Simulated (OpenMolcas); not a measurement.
**Lines of O I: computed and rescaled rates**

| Item | Value |
| --- | --- |
| Program | OpenMolcas |
| Method | SS-RASPT2, IPEA 0.25 Eh, imaginary shift 0.1 Eh (closed shells correlated: 1s) |
| Basis | ANO-RCC-VTZP [4s3p2d1f] |
| Scalar Hamiltonian | DKH2, point nucleus |
| Active space | 6 electrons in 9 orbitals (RAS2 2s 2p; RAS3 3d, at most 2 electrons) |
| State averaging | 2S+1 = 3 even, 3 roots; 2S+1 = 1 even, 6 roots |
| Spin-orbit coupling | RASSI with atomic mean-field integrals over the reference wave functions, term energies averaged over their components |

Rates come from the transition moments of the reference wave functions (E1 and E2 in the length form). At fixed line strength A goes as λ^-3 for E1 and M1 and as λ^-5 for E2, so a rate at the computed wavelength can be rescaled to the measured one. Measured vacuum wavelengths follow from level energies in NIST Handbook of Basic Atomic Spectroscopic Data. Branching counts decays inside the model space alone, at computed energies, and the table is only a selection of the E2 and M1 lines, drawn from those between levels with measured partners whose computed energy lies within a factor of 1.5 of the measured one.

```json
{"Upper": "2s² 2p⁴ ¹S₀", "Lower": "2s² 2p⁴ ¹D₂", "Type": "E2", "λ computed (nm)": "553.7", "λ measured (nm)": "557.9", "A computed (s-1)": "1.28e+00", "A rescaled (s-1)": "1.23e+00", "Branching %": "94.3"}
{"Upper": "2s² 2p⁴ ¹S₀", "Lower": "2s² 2p⁴ ³P₁", "Type": "M1", "λ computed (nm)": "294.7", "λ measured (nm)": "297.3", "A computed (s-1)": "7.63e-02", "A rescaled (s-1)": "", "Branching %": "5.6"}
{"Upper": "2s² 2p⁴ ¹D₂", "Lower": "2s² 2p⁴ ³P₂", "Type": "M1", "λ computed (nm)": "624.2", "λ measured (nm)": "630.2", "A computed (s-1)": "7.01e-03", "A rescaled (s-1)": "", "Branching %": "75.3"}
{"Upper": "2s² 2p⁴ ¹D₂", "Lower": "2s² 2p⁴ ³P₁", "Type": "M1", "λ computed (nm)": "630.1", "λ measured (nm)": "636.6", "A computed (s-1)": "2.27e-03", "A rescaled (s-1)": "", "Branching %": "24.4"}
{"Upper": "2s² 2p⁴ ³P₁", "Lower": "2s² 2p⁴ ³P₂", "Type": "M1", "λ computed (nm)": "67360", "λ measured (nm)": "63190", "A computed (s-1)": "7.39e-05", "A rescaled (s-1)": "8.95e-05", "Branching %": "100.0"}
{"Upper": "2s² 2p⁴ ³P₀", "Lower": "2s² 2p⁴ ³P₁", "Type": "M1", "λ computed (nm)": "137600", "λ measured (nm)": "145500", "A computed (s-1)": "2.08e-05", "A rescaled (s-1)": "1.76e-05", "Branching %": "100.0"}
```

Spin-changing lines and M1 lines between different terms are not rescaled, since their strength hangs on the term gaps too.

The largest correction is for 2s² 2p⁴ ³P₁ → 2s² 2p⁴ ³P₂ (M1): 7.39e-05 × (67360 / 63190)^3 = 8.95e-05 s-1, a factor of 1.21.

The computed rate and branching of 2s² 2p⁴ ³P₁ → 2s² 2p⁴ ³P₂ give the upper level a radiative lifetime of 1.000 / 7.39e-05 s-1 = 1.35e+04 s, counting decays inside the model space alone. The rescaled rate gives about 1.1e+04 s.

No measured rate stands beside these. Rescaling mends the energy factor alone: line strengths can still be far off where a level mixes with configurations outside the active space, and weak or spin-changing lines hang on small mixing coefficients that depend on the term gaps too, so rescaling need not improve them.

CASPT2 does not keep the components of a term degenerate, so their means are used; among the terms shown or strongly mixed into the levels shown the widest spread is 28 cm-1 (2s² 2p⁴ ¹D). Active for correlation alone: 3d; no level in the range computed is led by a configuration that fills it, so any true level of that kind is missing. Computed and measured levels are paired by configuration, term and J; levels that our copy of the source lacks, or whose pairing is in doubt (as where it misses far off the trend of its configuration), stay unpaired. Levels of configurations outside the active space are missing.
